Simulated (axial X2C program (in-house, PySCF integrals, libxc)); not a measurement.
**Estimating the spin–orbit splitting of the π levels of HBr**

All values were computed with an axial X2C code built on PySCF integrals. Spin-free means the one-electron spin-free X2C Hamiltonian; two-component (2c) means X2C with spin–orbit coupling and atomic mean-field two-electron Coulomb and Gaunt terms, so the difference of the two also holds small scalar two-electron terms. Basis: Br dyall-cv3z [8s9p6d4f1g], H dyall-v3z [6s2p1d] (cores contracted in-house); Gaussian nuclei, density fitting, unrestricted open shells. Masses: Br 78.918 u, H 1.008 u.

Hartree–Fock at 1.420 Å, closed shell. Valence p splittings ε(p3/2) − ε(p1/2) of spherical Dirac–Hartree–Fock atoms with fractionally filled p shells: Br 4p 0.555 eV.

```tsv
filled π level (eV), spin-free	H p share	Br p share
-11.80	0.04	0.95
```

Q: In first order a p shell splits by 3ζ/2 and a π orbital by ζ. Estimate the splitting of each π level from the shares.

A: level -11.80 eV: (2/3) × (0.95 × 0.555) = 0.35 eV.

The two-component Hartree–Fock calculation gives:

```json
{"ε(ω = 1/2) (eV)": "-11.975", "σ share of it": "0.00", "ε(ω = 3/2) (eV)": "-11.611", "splitting (eV)": "0.36", "estimate (eV)": "0.35"}
```

The estimate leaves out the mixing of π1/2 with σ1/2 levels, which pushes the ω = 1/2 spinor up or down, the d and f parts of the orbital, small shares of the strongly split outer-core p shell of a metal, the Gaunt term (absent from the atomic values), and the change of the atomic p orbitals with charge; Löwdin shares depend on the basis.
